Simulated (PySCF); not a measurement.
Broadened absorption spectrum of (F)3Si-S-SiH3

(F)3Si-S-SiH3.
Z-matrix (Å and degrees, PBE0-D3(BJ)/def2-SVP geometry), rows numbered from 1:
```
Si
F   1  1.6056
F   1  1.5985  2  106.61
F   1  1.5975  2  108.37  3   114.54
S   1  2.0890  2  110.49  3  -123.46
Si  5  2.1782  1   98.71  2    17.71
H   6  1.4882  5  110.44  1    53.18
H   6  1.4875  5  103.27  1   171.62
H   6  1.4869  5  110.67  1   -69.80
```

Method used: TDDFT CAM-B3LYP/def2-SVPD, vertical, gas phase, core orbitals frozen in the response (PySCF 2.14.0, density-fitted response routines).

Broadening: Gaussians 0.5 eV wide at half height, area fixed by f = 4.319×10⁻⁹ ∫ε dν̃. The cross-section is σ = 3.8235×10⁻²¹ ε cm², given in Mb (10⁻¹⁸ cm²). The width is an assumption, not a result. The curve ends short of the highest state used, and states not computed would add to its high-energy end.

| λ (nm) | σ (Mb) |
| --- | --- |
| 150.6 | 13.59 |
| 153.7 | 16.06 |
| 156.7 | 16.12 |
| 159.8 | 11.25 |
| 162.8 | 6.22 |
| 165.9 | 3.16 |
| 168.9 | 1.76 |
| 172.0 | 1.10 |
| 175.0 | 1.04 |
| 178.1 | 1.50 |
| 181.2 | 2.17 |
| 184.2 | 2.67 |
| 187.3 | 2.97 |
| 190.3 | 3.14 |
| 193.4 | 3.14 |
| 196.4 | 2.81 |
| 199.5 | 2.15 |
| 202.5 | 1.42 |
| 205.6 | 0.78 |
| 208.7 | 0.37 |
| 211.7 | 0.15 |
| 214.8 | 0.05 |
| 217.8 | 0.02 |
| 220.9 | 0.01 |

Question: Where are the band maxima, and which computed states make them?

Answer: 192 nm (6.46 eV), ε about 830, made up of S1 (75%) and S2 (25%); 155 nm (7.99 eV), ε about 4400, made up of S5 (88%) (ε in L mol⁻¹ cm⁻¹; maxima over ε = 5, shares over 10%). At its high-energy end, 8.23 eV, the curve is still rising (ε about 3600, from S5 and S9). The states used: S1 6.36 eV (f 0.013); S2 6.76 eV (f 0.010); S3 7.40 eV (f 0.0053); S4 7.74 eV (f 0.015); S5 8.00 eV (f 0.071); S6 8.18 eV (f 0.0009); S7 8.48 eV (f 0.013); S8 8.53 eV (f 0.0045); S9 8.69 eV (f 0.168); S10 8.83 eV (f 0.0059).

Question: Coming from long wavelengths, where does ε first pass 100 L mol⁻¹ cm⁻¹?

Answer: At about 209 nm (5.95 eV), 0.42 eV below S1.

Question: On this curve, what absorbance would a 10⁻³ mol/L sample give at 193 nm over a 1 cm path?

Answer: 193 nm is 6.424 eV, where ε is about 820 L mol⁻¹ cm⁻¹, so A = ε c l ≈ 0.82 (Beer–Lambert, with the gas-phase spectrum and the assumed width).

Question: What would ε be at 7.99 eV, the highest of these maxima, with half the width (0.25 eV)?

Answer: About 7820 L mol⁻¹ cm⁻¹ against 4400, a factor of about 1.8; a lone state at its own centre would give exactly 2.

The vertical ionisation energy (ΔSCF) is 10.63 eV, 1.80 eV above S10.

Time: 76 s of wall time (grids of density and orbitals included); peak memory 0.85 GiB. Hardware: one thread of an Arm Neoverse N1, shared host with 64 logical CPUs at a one-minute load of 56.
